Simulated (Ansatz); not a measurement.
Na₂Se⁺. Total charge 1; doublet. Geometry PBE-D4/def2-TZVP, that of the neutral singlet; atoms count from 1.

Cartesian coordinates in Å:
```
Na -0.6485 1.8249 0.8884
Na 0.1707 -2.1232 -0.0530
Se 0.4778 0.2983 -0.8355
```

The structure comes from a short search, and lower isomers may exist.

**Question.** Estimate the Mulliken populations from the PBE0/def2-TZVP orbitals of Ansatz.

**Answer.** 
| atom | charge (e) | spin (α − β) |
| --- | --- | --- |
| Na1 | 0.76 | -0.01 |
| Na2 | 0.76 | -0.01 |
| Se3 | -0.51 | 1.02 |
Mulliken values and Mayer orders depend strongly on the basis.

**Question.** Where does the spin sit?

**Answer.** Summed by element: Na -0.02, Se 1.02, of 1 unpaired in all. Largest on single atoms: Se3 1.02, Na1 -0.01, Na2 -0.01.

**Question.** And the Mayer bond orders between bonded heavy atoms (over 0.3)?

**Answer.** Na1–Se3 0.44 (2.56 Å); Na2–Se3 0.44 (2.56 Å).
